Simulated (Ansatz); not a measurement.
`[F][InH][SH]` and `[NH2][In]([F])[SH]` differ in one atom or group.

Ansatz, PBE0-D4/def2-TZVP geometries, multiplicity 1. Each molecule was computed in one conformer, which needn't be the lowest.

Elements past krypton have def2 core potentials.

```
                               property  `[F][InH][SH]`
      HOMO energy (PBE/def2-TZVPP) / eV           -6.67
    LUMO energy (B3LYP/def2-TZVPP) / eV           -1.83
HOMO–LUMO gap (ωB97M-V/def2-TZVPP) / eV           10.01
  HOMO energy (ωB97M-V/def2-TZVPP) / eV          -10.06
  HOMO–LUMO gap (B3LYP/def2-TZVPP) / eV            5.81
      LUMO energy (PBE/def2-TZVPP) / eV           -2.24
```

(1) Give the same properties after the change, and the shifts. (An estimate is asked.)

## Answers

(1) The calculation gave: 
| property | `[NH2][In]([F])[SH]` | shift |
| --- | --- | --- |
| HOMO energy (PBE/def2-TZVPP) / eV | -6.38 | 0.29 |
| LUMO energy (B3LYP/def2-TZVPP) / eV | -2.02 | -0.19 |
| HOMO–LUMO gap (ωB97M-V/def2-TZVPP) / eV | 10.10 | 0.09 |
| HOMO energy (ωB97M-V/def2-TZVPP) / eV | -9.95 | 0.11 |
| HOMO–LUMO gap (B3LYP/def2-TZVPP) / eV | 5.44 | -0.37 |
| LUMO energy (PBE/def2-TZVPP) / eV | -2.56 | -0.32 |

With PBE0 the HOMO rises by 0.17 eV and the LUMO falls by 0.14 eV, so the gap narrows by about 0.31 eV. PBE moves the HOMO by 0.29 eV and ωB97M-V by 0.11 eV.

B3LYP here is the variant with VWN-RPA as its local correlation; programs differ in this.
